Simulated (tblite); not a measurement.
Species: C7H9ClF2.
SMILES with atom numbers: `[CH3:1]/[CH:2]=[C:3](\[CH:4]=[CH:5]\[F:6])[CH2:7][C@@H:8]([F:9])[Cl:10]` (hydrogens: H11, H12, H13 on C1; H14 on C2; H15 on C4; H16 on C5; H17, H18 on C7; H19 on C8)

Structure used (GFN2-xTB), in Å, numbered top down from 1:
```
atom  x, y, z in Å
C1    -1.9583   -1.1691   -1.5262
C2    -0.8269   -1.2191   -0.5512
C3    -0.2794   -0.1689    0.0762
C4    -0.7673    1.1805   -0.1297
C5    -0.2463    2.2915    0.3781
F6    -0.8143    3.4816    0.1244
C7     0.8884   -0.3947    1.0104
C8     2.2096   -0.2774    0.2624
F9     2.4242    0.9928   -0.1685
Cl10   3.5772   -0.7201    1.3295
H11   -1.6887   -0.5807   -2.4029
H12   -2.8406   -0.7137   -1.0780
H13   -2.2209   -2.1706   -1.8542
H14   -0.4256   -2.2025   -0.3471
H15   -1.6434    1.2853   -0.7525
H16    0.6307    2.3992    0.9957
H17    0.8386   -1.3998    1.4299
H18    0.8788    0.3225    1.8304
H19    2.2545   -0.9275   -0.6189
```

Computed values, GFN2-xTB/tblite, gas phase, harmonic and unscaled. This tight-binding method is rough: wavenumbers can miss measured ones by several per cent, in bad cases by 10 to 20. One conformer, not necessarily the lowest.

Harmonic wavenumbers (cm⁻¹): 34.5, 50.2, 60.3, 94.2, 119.4, 143.3, 209.6, 228.9, 260.1, 281.6, 353.4, 379.4, 450.4, 513.3, 548.6, 583.1, 724.3, 751.2, 809.2, 874.2, 884.6, 974.8, 1003.9, 1024.7, 1044.6, 1080.7, 1107.2, 1121.1, 1146.4, 1196.2, 1225.4, 1236.5, 1273.6, 1275.3, 1300.0, 1354.3, 1405.3, 1458.5, 1482.2, 1485.9, 1664.2, 1675.3, 2917.9, 3000.9, 3003.6, 3012.4, 3016.6, 3055.4, 3067.5, 3096.2, 3109.6.

A = 1305, B = 656.3, C = 471.6 MHz; mass 166.036 u (most abundant isotopes); point group C1, symmetry number 1.

Question: Zero-point energy?

Answer: Half the sum of the wavenumbers: 31085 cm⁻¹ = 88.88 kcal/mol.

Question: What is S at 298.15 K and 1 bar for an ideal gas of classical rigid rotors and harmonic oscillators?

Answer: Translation 41.26, rotation 31.05, vibration 37.93: S = 110.2 cal/(mol K).

Question: And Cp and H(298.15 K) − H(0)?

Answer: Cp = 41.98 cal/(mol K), of which vibrations give 34.03 (their classical limit is 51 R = 101.3); H(298.15 K) − H(0) = 7.93 kcal/mol without the zero-point energy, 5.56 from vibrations.

Question: Blend soft modes into free rotors: weight 1/[1 + (100 cm⁻¹/ν̃)⁴] for the oscillator and the rest for a rotor with moment μB/(μ + B), μ = h/(8π²ν), B = 10⁻⁴⁴ kg m². What vibrational entropy results?

Answer: 33.62 cal/(mol K) in place of 37.93, which changes −T·S at 298.15 K by +1.28 kcal/mol.

Question: What must be added to the electronic energy to get the Gibbs energy at 298.15 K and 1 bar?

Answer: ZPE + [H(298.15 K) − H(0)] − T·S = 88.88 + 7.93 − 32.87 = 63.94 kcal/mol.

Hindered rotation and anharmonicity are outside this model. Other conformers, if any are populated, would add a mixing term that is left out. The structure is chiral; the term R ln 2 for an equal mix with its mirror image is left out.
